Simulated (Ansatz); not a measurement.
Ga6N6H18, a cluster cut from wurtzite GaN (hydrogen-capped). Charge 0, multiplicity 3. Geometry PBE-D4/def2-SVP, that of the neutral singlet; atoms count from 1.

| atom | x (Å) | y (Å) | z (Å) |
| --- | --- | --- | --- |
| N1 | 1.071 | -2.163 | 0.113 |
| Ga2 | 1.878 | -0.679 | -0.981 |
| Ga3 | -1.241 | -1.121 | -1.952 |
| N4 | 0.401 | 0.046 | -1.988 |
| N5 | 2.271 | 0.710 | 0.423 |
| Ga6 | 0.062 | 1.998 | -1.616 |
| Ga7 | -0.573 | -1.778 | 1.209 |
| N8 | -1.798 | -0.940 | -0.023 |
| N9 | 0.058 | -0.282 | 2.399 |
| Ga10 | 0.755 | 1.405 | 1.551 |
| Ga11 | -2.341 | 0.920 | 0.530 |
| N12 | -0.606 | 1.915 | 0.283 |
| H13 | 0.738 | -2.839 | -0.599 |
| H14 | 1.784 | -2.669 | 0.657 |
| H15 | 3.202 | -1.154 | -1.695 |
| H16 | -0.707 | -2.637 | -2.116 |
| H17 | -2.355 | -0.549 | -2.911 |
| H18 | 0.690 | 0.032 | -2.980 |
| H19 | 3.088 | 0.455 | 0.995 |
| H20 | 2.567 | 1.537 | -0.127 |
| H21 | 1.519 | 2.692 | -1.541 |
| H22 | -1.053 | 2.565 | -2.578 |
| H23 | -0.998 | -3.038 | 2.058 |
| H24 | -2.678 | -1.478 | 0.029 |
| H25 | 0.684 | -0.623 | 3.143 |
| H26 | -0.804 | 0.026 | 2.885 |
| H27 | 1.278 | 2.416 | 2.643 |
| H28 | -3.454 | 1.488 | -0.433 |
| H29 | -2.587 | 0.851 | 2.126 |
| H30 | -0.853 | 2.895 | 0.499 |

Single mean-field runs in def2-TZVP are fitted with def2-universal-jkfit. At PBE0-D4/def2-TZVP a singlet of charge 0 lies 6.08 eV below the triplet at the same geometry.

(1) Estimate the Mulliken populations of the heavy atoms from the PBE0/def2-TZVP orbitals of Ansatz.

(2) Where does the spin sit?

(3) And the Mayer bond orders between heavy atoms (over 0.3)?

Answers

(1) 
```csv
atom,charge (e),spin (α − β)
N1,-0.57,0.00
Ga2,0.24,0.16
Ga3,0.15,0.09
N4,-0.27,-0.01
N5,-0.56,0.01
Ga6,-0.43,0.90
Ga7,0.37,0.01
N8,-0.48,0.00
N9,-0.57,0.00
Ga10,0.24,0.16
Ga11,0.15,0.09
N12,-0.27,-0.01
```
Mulliken values depend strongly on the basis.

(2) Summed by element: N -0.02, Ga 1.40, H 0.62, of 2 unpaired in all. Largest on single atoms: Ga6 0.90, H21 0.41, Ga2 0.16.

(3) N1–Ga2 0.68 (2.01 Å); N1–Ga7 0.69 (2.01 Å); Ga2–N4 0.76 (1.93 Å); Ga2–N5 0.68 (2.01 Å); Ga3–N4 0.61 (2.02 Å); Ga3–N8 0.70 (2.02 Å); N4–Ga6 0.47 (2.02 Å); N5–Ga10 0.68 (2.01 Å); Ga6–N12 0.47 (2.02 Å); Ga7–N8 0.88 (1.93 Å); Ga7–N9 0.69 (2.01 Å); N8–Ga11 0.70 (2.02 Å); N9–Ga10 0.68 (2.01 Å); Ga10–N12 0.76 (1.93 Å); Ga11–N12 0.61 (2.02 Å).
